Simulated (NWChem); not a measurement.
Species: CH6N cation; SMILES C[NH3+]

Results from NWChem. Coordinates come from a B3LYP/6-31G* (spherical d) optimisation. Level M06-L/def2-SVP: energy and gradient on several grids; changes count from the extra-fine grid, which is no exact limit either.

```json
[
 {"grid": "xcoarse", "size of the energy change (μHa)": "2000", "largest change of a gradient component (μHa/bohr)": "5000"},
 {"grid": "coarse", "size of the energy change (μHa)": "300", "largest change of a gradient component (μHa/bohr)": "600"},
 {"grid": "medium", "size of the energy change (μHa)": "10", "largest change of a gradient component (μHa/bohr)": "200"},
 {"grid": "fine", "size of the energy change (μHa)": "< 10", "largest change of a gradient component (μHa/bohr)": "< 30"},
 {"grid": "xfine", "size of the energy change (μHa)": "< 10", "largest change of a gradient component (μHa/bohr)": "< 30"}
]
```
